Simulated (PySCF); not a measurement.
Delta-SCF ions had no search for a lower state. Excitations are Tamm–Dancoff values on a coarser integration grid. The basis has no diffuse functions, so Rydberg states are missing or too high.

Cartesian coordinates (Å):
SMILES: CCSC
```xyz
12

C     -1.3709     0.4709    -0.2395
C     -0.7310    -0.9016    -0.1062
S      0.8360    -1.1023    -1.0005
C      1.8862     0.0353    -0.0715
H     -1.5540     0.7137    -1.2878
H     -2.3252     0.4993     0.2952
H     -0.7355     1.2517     0.1831
H     -1.3816    -1.6719    -0.5285
H     -0.5658    -1.1609     0.9446
H      2.8979    -0.0827    -0.4601
H      1.5829     1.0747    -0.2044
H      1.8881    -0.2180     0.9912
```
Charge 0, spin multiplicity 1.

Problem. Give the HOMO, HOMO–LUMO gap, total energy, T1 excitation (TDA), S1 excitation (TDA), vertical ionisation energy (Delta-SCF), dipole moment and LUMO at the level r2SCAN-D4/def2-TZVP (PySCF).

Solution. 
HOMO: -5.23 eV
HOMO–LUMO gap: 5.70 eV
total energy: -14075.83 eV
T1 excitation (TDA): 5.14 eV
S1 excitation (TDA): 5.80 eV
vertical ionisation energy (Delta-SCF): 8.37 eV
dipole moment: 1.67 D
LUMO: 0.46 eV
